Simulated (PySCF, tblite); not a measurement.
Isomers of C6H9NO2Si. All values are computed: GFN2-xTB (tblite) harmonic vibrations without scaling, gas phase. Errors from tens to a few hundred cm⁻¹ against measured bands are possible. Modes of hydrogen on silicon can be 10 to 20 % off. One conformer each.

Electronic energies: PBE0/pcSseg-1 single points on the GFN2-xTB geometries (PySCF, gas phase).

```csv
SMILES,"electronic energy, lowest = 0 (kcal/mol)"
CC(=O)O[SiH2]n1cccc1,0.0
C/N=C\[C@@H]1CC(=O)[SiH2]C1=O,81.6
N#CCC[C@@H]1OCC(=O)[SiH2]1,73.6
O=Cc1coc(CC[SiH3])n1,56.5
```

Problem. How do GFN2-xTB zero-point energies change the relative energies?

Solution. 
```csv
SMILES,ZPE (kcal/mol),of it from modes above 1550 cm⁻¹,electronic (kcal/mol),"with ZPE, lowest = 0 (kcal/mol)",lowest mode (cm⁻¹),rings
CC(=O)O[SiH2]n1cccc1,86.7,42.6,0.0,0.0,33,1
O=Cc1coc(CC[SiH3])n1,84.7,40.2,56.5,54.5,17,1
N#CCC[C@@H]1OCC(=O)[SiH2]1,86.0,42.0,73.6,72.9,38,1
C/N=C\[C@@H]1CC(=O)[SiH2]C1=O,85.2,43.8,81.6,80.1,25,1
```

The zero-point energies span 2.0 kcal/mol, from `O=Cc1coc(CC[SiH3])n1` to `CC(=O)O[SiH2]n1cccc1`. The order is unchanged.

Problem. And how do the electronic energies of GFN2-xTB itself compare?

Solution. `CC(=O)O[SiH2]n1cccc1` 0.0; `O=Cc1coc(CC[SiH3])n1` 66.9; `N#CCC[C@@H]1OCC(=O)[SiH2]1` 101.7; `C/N=C\[C@@H]1CC(=O)[SiH2]C1=O` 102.4 kcal/mol, lowest = 0. Against the energies above, taken from the same isomer `CC(=O)O[SiH2]n1cccc1`, the largest difference is 28.1 kcal/mol.
